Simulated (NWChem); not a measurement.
A series in which one site is exchanged, each optimised at PBE0/def2-SVP with NWChem, gas phase unless a solvent is named. All stand in one matching conformer (torsions within 35°), which need not be the lowest. Some are not confirmed as minima by frequencies. def2 effective core potentials on In; no spin-orbit coupling.

A: [NH2][GaH][CH3] (CH6GaN; site = Ga)
B: B(C)N (CH6BN; site = B)
C: [CH3][AlH][NH2] (CH6AlN; site = Al)
D: [InH]([NH2])[CH3] (CH$_{6}$InN; site = In)

### Question
Rank them by static polarisability, PBE/def2-SVPD (bohr³), lowest first.

### Answer
B (40.1), C (53.4), A (55.1), D (65.0)
